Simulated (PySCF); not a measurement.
## Si (silicon, neutral) across methods

[Ne] 3s1 3p2 4s1, high-spin 5P determinant (an excited configuration). Computed with PySCF 2.14 in aug-cc-pV(T+d)Z, with no relativity, point nucleus.

```tsv
method	E (hartree)	mean ε 3s α (eV)	mean ε 3p α (eV)	mean ε 4s α (eV)	Σ⟨r²⟩ (bohr²)	⟨S²⟩
PBE	-288.8572	-15.715	-8.346	-1.766	57.53	6.000
LDA	-287.8392	-15.745	-8.322	-1.841	57.32	6.000
PW91	-288.9871	-15.760	-8.383	-1.789	57.40	6.000
r2SCAN	-288.9874	-16.324	-8.708	-1.753	57.94	6.000
LC-wPBE	-288.9020	-20.915	-12.313	-3.244	58.24	6.000
UHF	-288.54055	-22.355	-12.682	-2.954	58.67	6.000
M06-L	-288.9816	-16.238	-8.555	-1.773	58.46	6.000
wB97M-V	-288.9813	-19.688	-11.224	-3.166	57.39	6.000
PBE0	-288.8868	-17.505	-9.538	-2.138	57.85	6.000
```

The outer electron is Rydberg-like, and this basis confines it to a smaller radius and binds it less than a complete one would.
